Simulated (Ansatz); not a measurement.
C4H7F, SMILES F/C(C)=C/C.

Coordinates come from a ωB97X-D3(BJ)/def2-SVP optimisation.

Two levels are set side by side: PBE/def2-SVPD (Ansatz, a program for electronic structure) and CAM-B3LYP/def2-SVPD (Ansatz). Energy differences of separate SCF runs at the same geometry; the states with an electron removed or added have multiplicity 2 and 2. Differences are taken from unrounded values.

```
quantity                           CAM-B3LYP   PBE  PBE minus CAM-B3LYP
---------------------------------  ---------  ----  -------------------
vertical ionisation energy (eV)         9.22  8.99                -0.22
vertical singlet–triplet gap (eV)       4.33  4.37                 0.04
```
